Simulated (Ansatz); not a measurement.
Born–Oppenheimer molecular dynamics of CH4O2Si (8 atoms, charge 0, multiplicity 1). It starts at the highest image of a converged band. Of that band: Neighbouring images differ by up to 1.3 eV, so the band resolves the path poorly. A vibrational analysis at the climbing image gives one clearly imaginary mode, 1491i cm⁻¹: a first-order saddle point.

Computed with RKS PBE0-D4/def2-SVP (Ansatz).

```json
{"ensemble": "NVE (velocity Verlet)", "time step": "0.5 fs", "steps asked": "200", "starting velocities drawn for": "300 K", "seed": "3806"}
```

First frame:

```xyz
8
Properties=species:S:1:pos:R:3
O -1.344 1.169 -0.142
Si 0.352 0.671 0.410
C 0.632 -1.146 0.374
O 0.980 -0.348 -0.789
H -1.516 1.038 -1.091
H -0.389 2.073 0.156
H -0.208 -1.838 0.211
H 1.492 -1.619 0.871
```

(1) How far do the bonds stretch over the last three quarters of this one trajectory? (Pairs bonded in most of those frames.)

Answers

(1) 
```tsv
bond	mean (Å)	spread (Å)	shortest	longest
O1–Si2	1.686	0.074	1.57	1.80
O1–H5	0.969	0.005	0.96	0.98
Si2–C3	1.850	0.044	1.79	1.92
Si2–O4	1.698	0.032	1.63	1.74
Si2–H6	1.622	0.139	1.35	1.87
C3–O4	1.472	0.085	1.28	1.66
C3–H7	1.107	0.034	1.05	1.17
C3–H8	1.104	0.018	1.07	1.14
```

Mean temperature of the second half: 2199 K. The conserved energy stayed within 0.38 meV per atom of its start (net change -0.059 meV per atom), so the integration is sound. The system heated up, since it started high on the potential surface and ran downhill. A run of 0.1 ps of so small a system gives no equilibrium averages. The orbitals stay closed-shell, which can raise the energy where a bond breaks towards radicals; this wasn't checked here.

Run time: 7.2 min on 1 thread of Intel(R) Xeon(R) Platinum 8488C (Sapphire Rapids), on a shared host, peak memory 0.25 GiB.
